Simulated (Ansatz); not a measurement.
Species: sum formula SiH2Cl, charge -1, multiplicity 1. It need not be the lowest isomer of its formula. Whether it binds its extra electron was not tested at this geometry. SMILES: [SiH2-]Cl
Geometry: optimised at B3LYP-D3(BJ)/def2-TZVP (Ansatz, a quantum-chemistry and plane-wave program).

Parts of the frozen-core correlation energy in STO-3G (Ansatz, hartree). Frozen orbitals: 10; correlated occupied orbitals by spin: 7 and 7; virtual: 3 and 3. No spin-orbit coupling. Non-relativistic.

| term | value |
|---|---|
| reference (HF) | -741.23751 |
| MP2 opposite-spin | ___ |
| MP2 same-spin | ___ |
| CCSD correlation | ___ |
| (T) | -0.00024 |
| FCI minus CCSD(T) | -0.00006 |
| T1 diagnostic | 0.007 |
| largest doubles amplitude | 0.066 |

Problem. Some entries are withheld; supply them.

Solution. 
- MP2 opposite-spin, value: -0.03463
- MP2 same-spin, value: -0.00065
- CCSD correlation, value: -0.05158
